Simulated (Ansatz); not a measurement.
A nudged elastic band was laid between two geometries of C2H3N + H3Si (10 atoms, charge 0, multiplicity 2).

These are results of Ansatz, UKS PBE-D4/6-31G*, not measurements.

```yaml
movable_images: 9
climbing_image: yes
spring: 5.0 eV/Å²
optimiser: quadratic models (default)
start_path: through a guess of the saddle point
force_threshold: 0.05 eV/Å
iteration_limit: 60
end_points: relaxed
```

First end point:

```xyz
10
Properties=species:S:1:pos:R:3
H 0.550 0.191 1.708
C 0.829 -0.871 1.596
C 0.447 -1.344 0.269
N 0.136 -1.715 -0.800
Si -0.850 1.480 -1.450
H 1.918 -0.966 1.742
H 0.316 -1.456 2.378
H -1.147 2.954 -1.524
H -0.085 1.031 -2.658
H -2.114 0.698 -1.262
```

Last end point:

```xyz
10
Properties=species:S:1:pos:R:3
H -0.178 1.457 0.152
C 1.050 -1.505 1.717
C 0.546 -1.626 0.434
N 0.111 -1.720 -0.670
Si -0.840 1.542 -1.191
H 2.121 -1.365 1.877
H 0.378 -1.542 2.577
H -1.256 2.965 -1.426
H 0.123 1.128 -2.258
H -2.055 0.667 -1.211
```

What changes between the two ends?

Bonds broken: H1–C2. Bonds formed: H1–Si5. C2H3N + H3Si becomes C2H2N + H4Si.

Give the energies along the band, and the barrier.

It did not converge within its limit. The highest image is number 5 of 0 to 10, 14.1 kcal/mol above the first end and 5.9 kcal/mol above the last; the last end lies 8.1 kcal/mol above the first. The band didn't meet its force threshold, so its energies are provisional: the largest band force was still 0.12 eV/Å, and over the last iterations the top stayed at 0.61 eV.

```
image  path coordinate (Å)  energy (kcal/mol)  H1–C2 (Å)  H1–Si5 (Å)
    0                 0.00                0.0       1.10        3.69
    1                 0.79                0.3       1.10        3.32
    2                 1.58                0.9       1.11        3.10
    3                 2.37                1.3       1.11        2.88
    4                 3.16                2.7       1.12        2.42
    5                 3.95               14.1       1.56        1.65
    6                 4.69                9.6       2.30        1.50
    7                 5.44                8.9       2.68        1.50
    8                 6.18                8.6       2.88        1.50
    9                 6.93                8.3       3.16        1.50
   10                 7.67                8.1       3.57        1.50
```

Time of the run: 7.9 min on 2 threads of Intel(R) Xeon(R) 6975P-C (Granite Rapids), with other jobs on the host, peak memory 0.18 GiB.
